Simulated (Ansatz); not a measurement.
Consider the substitution at a C–C bond: `CC(C)[O][GaH2]` + `[OH][GeH]([OH])[OH]` → `C[O][GeH]([OH])[OH]` + `CC[O][GaH2]`.

Computed with Ansatz on PBE0-D4/def2-TZVP structures; ΔE is electronic, products minus reactants. CCSD(T)/CBS is the MP2 limit (def2-TZVPP, def2-QZVPP) plus CCSD(T) − MP2 in def2-TZVPP, frozen cores. DFT in def2-TZVPP. B3LYP here is the variant with VWN-RPA as its local correlation; programs differ in this. For Ga, Ge outer-core shells are correlated without core-valence functions, which leaves a few kJ/mol of doubt a bond. Scalar relativity is left out up to krypton. One conformer a species, not always the lowest.

CCSD(T)/CBS gives +77.8 kJ/mol.

(1) Another level gave +63.2 kJ/mol. Which?
A. B3LYP/def2-TZVPP
B. PBE/def2-TZVPP
C. MP2/def2-TZVPP
D. SCS-MP2/def2-TZVPP

Largest T1 diagnostic among the species: 0.014.

Results:

(1) A. B3LYP 63.2, SCS-MP2/def2-TZVPP 74.6, PBE 68.0, MP2/def2-TZVPP 81.6 kJ/mol.

From BLYP to BHLYP (50 % exact exchange), in def2-TZVPP and without D4, ΔE moves by +6.0 kJ/mol. Leaving LDA and LC-ωPBE aside and taking each functional with its dispersion term where it has one, the values, not all of them listed here, spread over 10.9 kJ/mol, from BLYP-D4 to PBE-QIDH. LDA lies +8.2 kJ/mol from PBE without D4. At CCSD(T), def2-SVP lies −10.0 kJ/mol from the extrapolated value and def2-TZVPP −2.2 kJ/mol.

CCSD(T)/CBS has its own doubt, a few kJ/mol and more with outer-core shells, so smaller differences from it don't rank the levels.
